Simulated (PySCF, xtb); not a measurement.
BFHI, SMILES FBI.

GFN2-xTB run with xtb at its own geometry gives an orbital gap of 4.09 eV and a dipole moment of 3.34 D.

Geometry optimised at PBE-D3(BJ)/def2-TZVP. The def2 effective core potentials stand for the cores of I; spin–orbit coupling is left out.

What does PBE/def2-TZVPD run with PySCF give? (An estimate is asked for; the answer gives what the named calculation found.)

gap 4.23 eV (levels -6.78 and -2.55 eV), dipole 0.54 D.
